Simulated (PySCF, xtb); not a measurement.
Te(Br)(SH) (BrHSTe), SMILES S[Te]Br. Other conformers were not sampled.

Harmonic wavenumbers (cm⁻¹) from xtb with GFN2-xTB at its own minimum, in rising order: 102, 251, 268, 368, 741, 2401.

**Question.** What does PBE0-D3(BJ)/def2-SVP run with PySCF give at its own minimum? (The exact figures need the calculation; the answer reports its results.)

**Answer.** 104, 250, 349, 369, 778, 2686. Paired by order, the mean absolute difference is 68 cm⁻¹ and the zero-point energies are 5.9 and 6.5 kcal/mol.
